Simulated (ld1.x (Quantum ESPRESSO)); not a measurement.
What the settings do to the RRKJ potential of erbium

Base potential:

```
Element                 : Er
Generator               : ld1.x (Quantum ESPRESSO) 7.5
Type                    : norm-conserving RRKJ (Kleinman–Bylander form)
Functional              : PBEsol
Relativity              : scalar-relativistic
Frozen core             : [Kr] 4d10
Valence charge          : 22
Reference configuration : 4f12 5s2 5p6 5d0 6s2 6p0
Partial waves           : 5p (bound): rc 1.65 bohr; 5d (bound, empty): rc 2.95 bohr; 4f (bound): rc 0.85 bohr; 5s (bound): rc 1.25 bohr
Local potential         : the s channel
Core correction         : none
```

Occupied shells without a wave of their own: 6s. They enter only through the test configuration that unscreens the potential.

Cutoffs, loose and tight: the cutoffs (Ry, on a coarse ladder) from which the occupation-weighted sum of valence levels, in a spherical-Bessel basis at the reference potential, stays within 10 and 1 mRy of its value at 400 Ry. They do not see the model core or the augmentation charge, which bear on the density cutoff. Test errors are all-electron minus pseudo excitation energies from the reference, over the configurations 4f12 5s2 5p6 5d0 6s1 6p0; 4f12 5s2 5p6 5d0 6s0 6p0; 4f11 5s2 5p6 5d0 6s0 6p0; 4f12 5s2 5p6 5d0 6s1 6p1; 4f12 5s2 5p6 5d0 6s1.5 6p0; 4f11 5s2 5p6 5d0 6s2 6p0; 4f13 5s2 5p6 5d0 6s0 6p0. A dash means not determined; rows that change the core or the reference have their own tests. The largest error is taken over the tests solved by every variant that gives reliable tests at all: 4f11 5s2 5p6 5d0 6s0 6p0; 4f11 5s2 5p6 5d0 6s2 6p0; 4f12 5s2 5p6 5d0 6s0 6p0; 4f12 5s2 5p6 5d0 6s1 6p0; 4f12 5s2 5p6 5d0 6s1 6p1; 4f12 5s2 5p6 5d0 6s1.5 6p0.

On the changes marked as counting shells twice: ld1.x takes every shell without a wave as core, so the model core holds the marked electrons as well and exchange and correlation see them twice. This cancels in the reference configuration, but the file is broken for other ones, and its errors say nothing about a proper core correction.

| change | outcome | cutoff, loose | cutoff, tight | bound ghosts | largest test error (meV) |
| --- | --- | --- | --- | --- | --- |
| base | generated | over 300 Ry | over 300 Ry | none | -324 |
| core correction a·sin(br)/r model core inside 0.34 bohr (6s counted twice) | generated | over 300 Ry | over 300 Ry | none | -1240 |
| core correction a·sin(br)/r model core inside 0.40 bohr (6s counted twice) | generated | over 300 Ry | over 300 Ry | none | -1240 |
| core correction a·sin(br)/r model core inside 0.50 bohr (6s counted twice) | generated | over 300 Ry | over 300 Ry | none | -1240 |
| core correction a·sin(br)/r model core inside 0.58 bohr (6s counted twice) | generated | over 300 Ry | over 300 Ry | none | -1240 |
| core correction a·sin(br)/r model core inside 0.68 bohr (6s counted twice) | generated | over 300 Ry | over 300 Ry | none | -1239 |
| core correction a·sin(br)/r model core inside 0.78 bohr (6s counted twice) | generated | over 300 Ry | over 300 Ry | none | -1237 |
| core correction a·sin(br)/r model core inside 0.84 bohr (6s counted twice) | generated | over 300 Ry | over 300 Ry | none | -1235 |
| core correction a·sin(br)/r model core inside 0.94 bohr (6s counted twice) | generated | over 300 Ry | over 300 Ry | none | -1232 |
| core correction a·sin(br)/r model core inside 1.02 bohr (6s counted twice) | generated | over 300 Ry | over 300 Ry | none | -1230 |
